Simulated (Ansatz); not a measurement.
Total energies of Si(vinyl)2F2 (C4H6F2Si) from Ansatz at PBE-D4/def2-TZVP, gas phase (1 Eh = 27.2114 eV = 2625.5 kJ/mol). The reference geometry is relaxed at r2SCAN-D4/def2-SVP.

Cartesian coordinates in Å:
```
Si -0.593 0.209 -0.003
C 0.447 0.168 -1.529
C 0.055 -0.489 -2.633
H 1.417 0.686 -1.539
H -0.904 -1.020 -2.670
H 0.668 -0.521 -3.542
C 0.211 -0.413 1.539
C 0.333 0.358 2.632
H 0.612 -1.436 1.568
H -0.051 1.384 2.651
H 0.816 -0.001 3.549
F -1.931 -0.649 -0.332
F -1.079 1.726 0.310
```

```csv
state,geometry,energy (Eh)
charge 0 singlet,reference,-644.93326
charge 1 doublet,reference,-644.56960
free Si atom (triplet),–,-289.22285
free C atom (triplet),–,-37.79597
free H atom (doublet),–,-0.49962
free F atom (doublet),–,-99.66912
```

Question: Work out the vertical ionisation energy to the doublet.

Answer: E(charge 1 doublet) − E(charge 0 singlet) = -644.56960 − (-644.93326) = 0.36366 Eh = 9.90 eV. For comparison, −ε of the highest occupied level is 7.15 eV at this level, 2.75 eV less.

Question: What is the binding energy per atom against free atoms?

Answer: Atoms: 1 × (-289.22285) + 4 × (-37.79597) + 6 × (-0.49962) + 2 × (-99.66912) = -642.74269 Eh. Binding: -642.74269 − (-644.93326) = 2.19057 Eh = 59.61 eV, or 4.59 eV for each of 13 atoms (no zero-point energy, no counterpoise term).
